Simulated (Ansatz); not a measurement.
Mulliken charges of `O=CB(O)[SiH3]` from r2SCAN/def2-TZVPP in Ansatz (PBE0-D4/def2-TZVP geometry).

```json
{"atom": "O1", "x (Å)": "-2.630", "y (Å)": "-0.261", "z (Å)": "0.167", "charge (e)": "-0.304"}
{"atom": "C2", "x (Å)": "-1.504", "y (Å)": "-0.400", "z (Å)": "0.592", "charge (e)": "0.170"}
{"atom": "B3", "x (Å)": "-0.279", "y (Å)": "0.143", "z (Å)": "-0.332", "charge (e)": "0.184"}
{"atom": "O4", "x (Å)": "-0.712", "y (Å)": "0.694", "z (Å)": "-1.473", "charge (e)": "-0.245"}
{"atom": "Si5", "x (Å)": "1.688", "y (Å)": "0.034", "z (Å)": "0.128", "charge (e)": "0.137"}
{"atom": "H6", "x (Å)": "-1.359", "y (Å)": "-0.886", "z (Å)": "1.579", "charge (e)": "0.040"}
{"atom": "H7", "x (Å)": "-1.687", "y (Å)": "0.645", "z (Å)": "-1.495", "charge (e)": "0.219"}
{"atom": "H8", "x (Å)": "2.056", "y (Å)": "-1.384", "z (Å)": "0.404", "charge (e)": "-0.068"}
{"atom": "H9", "x (Å)": "1.942", "y (Å)": "0.802", "z (Å)": "1.381", "charge (e)": "-0.067"}
{"atom": "H10", "x (Å)": "2.568", "y (Å)": "0.561", "z (Å)": "-0.947", "charge (e)": "-0.066"}
```

Task: By hand: the dipole of these point charges (1 e Å = 4.8032 D).

Result: Σ q r = (0.035, -0.019, 0.045) e Å, of length 0.060 e Å = 0.29 D.

Task: How does the dipole of the full density compare? (Estimate.)

Result: The calculation gave: (0.062, -0.058, 0.126) e Å, 0.73 D; the point charges give 0.40 times that, at 12° from its direction.

Point charges leave out the atoms' own dipoles, such as those of lone pairs, and Mulliken's split depends on the basis, so the two needn't agree.
